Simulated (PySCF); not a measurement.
Problem. Write a Z-matrix for InChI=1S/C5H9FS/c1-2-3-5(6)4-7-5/h2-4H2,1H3/t5-/m1/s1 as optimised with GFN2-xTB.

Solution. 
Z-matrix in Å and degrees, rows numbered from 1:
```
C 
C   1  1.5237
C   2  1.5332  1  113.24
C   3  1.5061  2  112.22  1    65.06
F   4  1.3628  3  111.99  2    58.34
C   4  1.4798  3  123.41  2   -86.75
S   4  1.8091  3  118.32  2  -165.15
H   1  1.0881  2  110.79  3    55.72
H   1  1.0873  2  111.05  3   -65.24
H   1  1.0871  2  109.90  3   175.23
H   2  1.0916  1  109.49  3   121.84
H   2  1.0915  1  109.34  3  -120.17
H   3  1.0928  2  109.08  1  -175.10
H   3  1.0911  2  110.63  1   -56.10
H   6  1.0822  4  117.87  7  -106.55
H   6  1.0811  4  118.64  7   106.73
```

Of the pairs four or more bonds apart, C6···H9 is among the closest relative to their van der Waals radii: 2.76 Å, 95 % of the sum of Bondi's values. S7 (sulfide sulfur) is bent (angle 48.3°). The 3-membered ring C4–C6–S7 has internal angles of 48.3° to 65.9°. The 4 C–C bonds span 1.480 Å (C4–C6, drawn single) to 1.533 Å (C2–C3, drawn single), a spread of 0.053 Å.

Computed geometry: GFN2-xTB, gas phase.

Point group: C1 (no symmetry element, even within 0.4 Å). No frequency check. The numbers are those of one conformer (C1–C2–C3–C4 65°, C2–C3–C4–F5 58°).
